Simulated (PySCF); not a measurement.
**Stretching BaBr**

Set-up: PySCF, spin-free X2C with a Gaussian nucleus, basis sets Ba x2c-TZVPall, Br x2c-TZVPall. Energies in eV from Ba + Br in their ground configurations at the same level. All curves are PBE0. state 1: ²Σ⁺ (doublet), unpaired electrons σ ↑; state 2: ²Δ (doublet), unpaired electrons δ ↑, a second solution, started from another occupation; state 3: ²Π (doublet), unpaired electrons π ↑, a second solution, started from another occupation; state 4: quartet, unpaired electrons σ ↑, π ↑, δ ↑, a mixture of terms (⟨Lz²⟩ = 5.0), a second solution, started from another occupation.

| R (Å) | state 1 | state 2 | state 3 | state 4 |
| --- | --- | --- | --- | --- |
| 2.448 | -3.425 | -2.341 | -2.225 | 3.0628 |
| 2.561 | -3.911 | -2.855 | -2.749 | 2.2919 |
| 2.675 | -4.171 | -3.143 | -3.045 | 1.7597 |
| 2.761 | -4.260 | -3.253 | -3.159 | 1.4746 |
| 2.846 | -4.282 | -3.296 | -3.205 | 1.2627 |
| 2.931 | -4.255 | -3.291 | -3.201 | 1.1063 |
| 3.045 | -4.163 | -3.228 | -3.139 | 0.9618 |
| 3.188 | -3.993 | -3.091 | -3.002 | 0.8513 |
| 3.358 | -3.742 | -2.881 | -2.790 | 0.7819 |
| 3.586 | -3.382 | -2.570 | -2.477 | 0.7455 |

Q: Put a parabola through the three lowest points of the state 1 curve and estimate Re, k and ωe (reduced mass 50.19 u; 1 eV/Å² = 0.16022 mdyn/Å; ωe = 1302.8·√(k/μ) cm⁻¹).

A: Through R = 2.761, 2.846, 2.931 Å the second-order coefficient is 3.39 eV/Å², so Re ≈ 2.842 Å, k ≈ 1.09 mdyn/Å and ωe ≈ 192 cm⁻¹. A polynomial fit of higher order to the unrounded PBE0 energies gives Re = 2.837 Å, k = 1.11 mdyn/Å, ωe = 194 cm⁻¹; anharmonicity and rounding make the difference.

The higher-order fit for each curve: state 1: Re = 2.837 Å, ωe = 194 cm⁻¹, De = 4.28 eV; state 2: Re = 2.876 Å, ωe = 182 cm⁻¹, minimum 3.30 eV below the ground-state fragments; state 3: Re = 2.879 Å, ωe = 182 cm⁻¹, minimum 3.21 eV below the ground-state fragments. State 4 gave no clean fit.

Spin–orbit coupling is left out, which matters for elements this heavy, above all for dissociation energies. Counting both spins, an empty level lies below a filled one in some of these solutions, because spin and occupation are held. The state is the lowest determinant that a PBE0 search found; another state may lie lower at other levels.
